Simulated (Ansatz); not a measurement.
Program: Ansatz.

The input (input.yaml):

```yaml
crystal:
  periodic: [false, false, false]
  atoms:
    - { symbol: Ge, position_ang: [0.0, 0.0, 0.0] }
    - { symbol: O, position_ang: [0.0, 0.0, 2.12] }
    - { symbol: H, position_ang: [-0.9095, -0.2814, 2.4571] }
    - { symbol: H, position_ang: [1.4616, 0.0, -0.5162] }
    - { symbol: H, position_ang: [-0.73, 1.2648, -0.5162] }
    - { symbol: H, position_ang: [-0.73, -1.2648, -0.5162] }
    - { symbol: S, position_ang: [1.3309, -2.021, 0.8041] }
    - { symbol: H, position_ang: [0.5459, -3.1743, 0.6869] }
    - { symbol: H, position_ang: [0.6921, -1.0511, 1.9464] }
basis:
  gaussian: { orbitals: def2-SVP }
hamiltonian:
  xc: hf
neb:
  order_check: false
  images: 7
  f_tol: 0.05
  max_iterations: 60
  final_atoms:
    - { symbol: Ge, position_ang: [0.0, 0.0, 0.0] }
    - { symbol: O, position_ang: [0.0, 0.0, 2.12] }
    - { symbol: H, position_ang: [-0.9095, -0.2814, 2.4571] }
    - { symbol: H, position_ang: [1.4616, 0.0, -0.5162] }
    - { symbol: H, position_ang: [-0.73, 1.2648, -0.5162] }
    - { symbol: H, position_ang: [-0.73, -1.2648, -0.5162] }
    - { symbol: S, position_ang: [1.3309, -2.021, 0.8041] }
    - { symbol: H, position_ang: [0.5459, -3.1743, 0.6869] }
    - { symbol: H, position_ang: [0.6921, -1.0511, 1.9464] }
  initial_path:
    images:
      - { positions_ang: [[0.0, 0.0, 0.0], [0.0, 0.0, 2.12], [-0.9095, -0.2814, 2.4571], [1.4616, 0.0, -0.5162], [-0.73, 1.2648, -0.5162], [-0.73, -1.2648, -0.5162], [1.3309, -2.021, 0.8041], [0.5459, -3.1743, 0.6869], [0.6921, -1.0511, 1.9464]] }
      - { positions_ang: [[0.0, 0.0, 0.0], [0.0, 0.0, 2.12], [-0.9095, -0.2814, 2.4571], [1.4616, 0.0, -0.5162], [-0.73, 1.2648, -0.5162], [-0.73, -1.2648, -0.5162], [1.3309, -2.021, 0.8041], [0.5459, -3.1743, 0.6869], [0.6921, -1.0511, 1.9464]] }
      - { positions_ang: [[0.0, 0.0, 0.0], [0.0, 0.0, 2.12], [-0.9095, -0.2814, 2.4571], [1.4616, 0.0, -0.5162], [-0.73, 1.2648, -0.5162], [-0.73, -1.2648, -0.5162], [1.3309, -2.021, 0.8041], [0.5459, -3.1743, 0.6869], [0.6921, -1.0511, 1.9464]] }
      - { positions_ang: [[0.0, 0.0, 0.0], [0.0, 0.0, 2.12], [-0.9095, -0.2814, 2.4571], [1.4616, 0.0, -0.5162], [-0.73, 1.2648, -0.5162], [-0.73, -1.2648, -0.5162], [1.3309, -2.021, 0.8041], [0.5459, -3.1743, 0.6869], [0.6921, -1.0511, 1.9464]] }
      - { positions_ang: [[0.0, 0.0, 0.0], [0.0, 0.0, 2.12], [-0.9095, -0.2814, 2.4571], [1.4616, 0.0, -0.5162], [-0.73, 1.2648, -0.5162], [-0.73, -1.2648, -0.5162], [1.3309, -2.021, 0.8041], [0.5459, -3.1743, 0.6869], [0.6921, -1.0511, 1.9464]] }
      - { positions_ang: [[0.0, 0.0, 0.0], [0.0, 0.0, 2.12], [-0.9095, -0.2814, 2.4571], [1.4616, 0.0, -0.5162], [-0.73, 1.2648, -0.5162], [-0.73, -1.2648, -0.5162], [1.3309, -2.021, 0.8041], [0.5459, -3.1743, 0.6869], [0.6921, -1.0511, 1.9464]] }
      - { positions_ang: [[0.0, 0.0, 0.0], [0.0, 0.0, 2.12], [-0.9095, -0.2814, 2.4571], [1.4616, 0.0, -0.5162], [-0.73, 1.2648, -0.5162], [-0.73, -1.2648, -0.5162], [1.3309, -2.021, 0.8041], [0.5459, -3.1743, 0.6869], [0.6921, -1.0511, 1.9464]] }
      - { positions_ang: [[0.0, 0.0, 0.0], [0.0, 0.0, 2.12], [-0.9095, -0.2814, 2.4571], [1.4616, 0.0, -0.5162], [-0.73, 1.2648, -0.5162], [-0.73, -1.2648, -0.5162], [1.3309, -2.021, 0.8041], [0.5459, -3.1743, 0.6869], [0.6921, -1.0511, 1.9464]] }
      - { positions_ang: [[0.0, 0.0, 0.0], [0.0, 0.0, 2.12], [-0.9095, -0.2814, 2.4571], [1.4616, 0.0, -0.5162], [-0.73, 1.2648, -0.5162], [-0.73, -1.2648, -0.5162], [1.3309, -2.021, 0.8041], [0.5459, -3.1743, 0.6869], [0.6921, -1.0511, 1.9464]] }
```

Command:

```bash
$ ansatz run input.yaml --threads 1 --pin off --max-ram 2048MiB --backend cpu --events-out ev --progress --plain --runs-dir out
```

What happens?

The input was rejected before any iteration.

```
Error: invalid value for `neb.final_atoms`: is identical to crystal.atoms — the two endpoints must differ for a path to exist
```
